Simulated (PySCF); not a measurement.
Compound: WO2F2 (singlet state).
Bonds: W1–O2, W1–O3, W1–F4, W1–F5.

Method: PySCF 2.14.0, PBE0-D3(BJ)/def2-SVP geometry optimisation, gas phase, def2 core potentials past Kr; density fitting, grid level 1; the optimiser is geomeTRIC in internal coordinates, started from a GFN2-xTB structure with every atom displaced at random (about 0.03 Å).

Step 0: E = -11340.7758 eV
```
atom  x, y, z in Å  |  force x, y, z in eV/Å
W1      0.1442   -0.0774    0.0697  -10.979   1.425  -1.018
O2      0.0001   -0.0292    1.7338    1.278  -0.078   2.687
O3      1.5879   -0.0018   -0.5932    8.795   0.096  -2.298
F4     -0.7729    1.4297   -0.6142    0.731  -0.743   0.589
F5     -0.8844   -1.4317   -0.6582    0.176  -0.700   0.040
```

Step 1: E = -11341.5643 eV
```
atom  x, y, z in Å  |  force x, y, z in eV/Å
W1      0.0355   -0.0372    0.0145    1.807   0.123   0.577
O2      0.0754   -0.0391    1.7373   -0.071  -0.047  -1.780
O3      1.6826   -0.0260   -0.5284   -2.242  -0.125   0.768
F4     -0.8122    1.4841   -0.6198    0.180   0.044   0.194
F5     -0.9065   -1.4923   -0.6657    0.325   0.005   0.241
```

Step 2: E = -11341.6632 eV
```
atom  x, y, z in Å  |  force x, y, z in eV/Å
W1      0.0178   -0.0251   -0.0013    0.954  -0.186  -0.378
O2      0.0831   -0.0435    1.6852   -0.173  -0.005   0.286
O3      1.6474   -0.0403   -0.5027   -0.743  -0.024   0.082
F4     -0.7990    1.5158   -0.6003   -0.084   0.452  -0.032
F5     -0.8745   -1.5174   -0.6431    0.047  -0.237   0.042
```

**Question.** Estimate the geometry and energy of step 3. (The exact step hangs on the optimiser's Hessian estimate; all steps are aligned on step 2, rigid shifts and turns removed.)

**Answer.** E = -11341.6851 eV, largest force 0.610 eV/Å
```
atom  x, y, z in Å  |  force x, y, z in eV/Å
W1      0.0159   -0.0221   -0.0118   -0.575   0.135  -0.152
O2      0.0647   -0.0468    1.6776   -0.021   0.004   0.120
O3      1.6246   -0.0501   -0.5150    0.324  -0.002  -0.125
F4     -0.7853    1.5609   -0.5872    0.168  -0.160   0.102
F5     -0.8451   -1.5523   -0.6258    0.104   0.024   0.056
```

The energy changes by -0.0219 eV. The first-order estimate −F·Δx gives -0.0480 eV and the mean of the old and new forces, exact on a quadratic surface, -0.0222 eV. The step makes an angle of 64° with the force vector and moves no atom by more than 0.049 Å.

What follows is the cost of the whole optimisation. On one thread, Arm Neoverse V1 (aarch64), no GPU, shared host, this took 27 s of wall time and 0.34 GiB of memory at its peak.
